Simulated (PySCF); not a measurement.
Two species compared at the same levels of theory.

First species: C4H4F2S.
SMILES: `FCSC1CC=1F`

Second species: C₆H₉NO₂.
InChI=1S/C6H9NO2/c1-9-6(8)5-2-3-7-4-5/h4-5H,2-3H2,1H3/t5-/m0/s1

Levels: PBE0/def2-SVPD for HOMO energy, LUMO energy, HOMO–LUMO gap and static isotropic polarisability; TDDFT PBE0/def2-SVPD for lowest singlet excitation; TDA PBE0/def2-SVPD for lowest triplet excitation (Tamm–Dancoff). Geometries: GFN2-xTB. Each species is one conformer at its optimised geometry, gas phase, non-relativistic unless stated. Electronic properties by PySCF.

Dipoles, sizes and rotational constants follow the conformer. The torsions of the flexible species, by atom-mapped SMILES:
- `[F:1][CH2:2][S:3][C:4]1=[C:5]([F:6])[CH2:7]1`: F1–C2–S3–C4 -74°, C2–S3–C4–C5 168°

The conformers of `COC(=O)[C@@H]1C=NCC1` aren't listed.

```tsv
property	column X	column Y
HOMO energy	-7.60 eV	-6.62 eV
LUMO energy	-0.63 eV	-0.11 eV
HOMO–LUMO gap	6.97 eV	6.51 eV
lowest singlet excitation	5.21 eV	5.13 eV
lowest triplet excitation (Tamm–Dancoff)	4.38 eV	4.07 eV
static isotropic polarisability	80.7 au	69.7 au
```

**Question.** Which column belongs to which species?

**Answer.** Column X is the second species and column Y the first. The first has 11 atoms and 62 electrons, the second 18 and 68.

**Question.** How does each property change from the first species to the second?

**Answer.** HOMO energy -0.98 eV; LUMO energy -0.52 eV; HOMO–LUMO gap +0.46 eV; lowest singlet excitation +0.08 eV; lowest triplet excitation (Tamm–Dancoff) +0.31 eV; static isotropic polarisability +11.0 au.

On the first: The polarisability is 10.32 Å³ as a volume (1 au = 0.148185 Å³), or 1.12 au for each of the 62 electrons. S1 lies 1.38 eV below the HOMO–LUMO gap; its leading configuration is HOMO→LUMO, weight 0.94.

On the second: The principal polarisabilities are 69.3, 78.6 and 94.0 au; their mean is the isotropic value. The polarisability is 11.95 Å³ as a volume (1 au = 0.148185 Å³), or 1.19 au for each of the 68 electrons.
